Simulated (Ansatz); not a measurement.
Reaction (homolysis of the O–Si bond): `CO[SiH](F)C#N` → `C[O]`• + `N#C[SiH]F`•

Isolated molecules relaxed with PBE0-D4/def2-TZVP in Ansatz; ΔE leaves out vibrations. CBS: MP2 limit from def2 TZ/QZ plus the TZ coupled-cluster correction, frozen cores. DFT in def2-TZVPP. HSE06 is defined as in plane-wave codes. Open shells (•) are unrestricted, without spin–orbit coupling. One conformer a species, not always the lowest.

(1) What is ΔE at CCSD(T)/CBS? (Estimate.)

(2) What do these levels give: PBE-D4, revPBE-D4, r2SCAN, PBE0, r2SCAN0, HSE06, BHLYP, LC-ωPBE, RPA@PBE/def2-TZVPP, HF/def2-SVP, CCSD(T)/def2-SVP, MP2/def2-QZVPP? (Estimate.)

Largest T1 diagnostic among the species: 0.022.

Answers

(1) Ansatz gave: +129.5 kcal/mol.

(2) Ansatz gave: PBE-D4 116.9, revPBE-D4 113.8, r2SCAN 116.9, PBE0 117.3, r2SCAN0 117.3, HSE06 117.3, BHLYP 117.8, LC-ωPBE 120.9, RPA@PBE/def2-TZVPP 120.3, HF/def2-SVP 94.1, CCSD(T)/def2-SVP 119.7, MP2/def2-QZVPP 139.0 kcal/mol.

In def2-TZVPP, CCSD(T) changes the Hartree–Fock value by +29.7 kcal/mol (the triples alone add +2.0 kcal/mol) and MP2 by +40.6 kcal/mol; breaking electron pairs costs correlation energy, which Hartree–Fock lacks. Leaving LDA and LC-ωPBE aside and taking each functional with its dispersion term where it has one, the values, not all of them listed here, spread over 12.6 kcal/mol, from revPBE-D4 to ωB97M-V. LDA lies +18.0 kcal/mol from PBE without D4, its usual overbinding. At CCSD(T), def2-SVP lies −9.9 kcal/mol from the extrapolated value and def2-TZVPP −3.6 kcal/mol: correlation converges slowly with the basis, and small sets miss more of it in the bonded molecule than in its fragments.
